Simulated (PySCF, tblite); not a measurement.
Isomers of C6H3N2 (doublet state), one GFN2-xTB conformer each. Single-point energies are computed at B3LYP/pcH-1 (PySCF, gas phase, no added dispersion term), electronic only. GFN2-xTB treats the open shell by occupation alone, and not every SCF solution was tested for stability.

| SMILES | GFN2-xTB relative energy (kcal/mol) |
| --- | --- |
| C#C/C=N\C=[C]\C#N | 22.2 |
| C=C1[C](C#N)[C@@H]1C#N | 0.9 |
| C#C/[C]=N/C=C/C#N | 0.0 |

Conformers: `[CH:1]#[C:2]/[CH:3]=[N:4]\[CH:5]=[C:6]\[C:7]#[N:8]` (doublet state) with C3–N4–C5–C6 167°; `[CH:1]#[C:2]/[C:3]=[N:4]/[CH:5]=[CH:6]/[C:7]#[N:8]` (doublet state) with C3–N4–C5–C6 83°.

**Question.** What does B3LYP/pcH-1 give for the same structures?

**Answer.** 
```tsv
SMILES	B3LYP/pcH-1 E (Eh)	B3LYP/pcH-1 (kcal/mol)	GFN2-xTB (kcal/mol)	point group
C=C1[C](C#N)[C@@H]1C#N	-339.80581	0.0	0.9	C1
C#C/[C]=N/C=C/C#N	-339.78395	13.7	0.0	C1
C#C/C=N\C=[C]\C#N	-339.76178	27.6	22.2	C1
```

GFN2-xTB puts C#C/[C]=N/C=C/C#N lowest instead; measured from each level's own lowest isomer, the values differ by up to 13.7 kcal/mol (C#C/[C]=N/C=C/C#N: 0.0 against 13.7). As drawn, the lowest has a three-membered ring, which the highest lacks.

**Question.** What happens when harmonic zero-point energies from GFN2-xTB frequencies are added?

**Answer.** 
```json
{"SMILES": "C=C1[C](C#N)[C@@H]1C#N", "ZPE (kcal/mol)": "42.6", "electronic (kcal/mol)": "0.0", "with ZPE (kcal/mol)": "0.0"}
{"SMILES": "C#C/[C]=N/C=C/C#N", "ZPE (kcal/mol)": "41.3", "electronic (kcal/mol)": "13.7", "with ZPE (kcal/mol)": "12.4"}
{"SMILES": "C#C/C=N\\C=[C]\\C#N", "ZPE (kcal/mol)": "40.9", "electronic (kcal/mol)": "27.6", "with ZPE (kcal/mol)": "26.0"}
```

The zero-point energies span 1.7 kcal/mol. The order is unchanged.
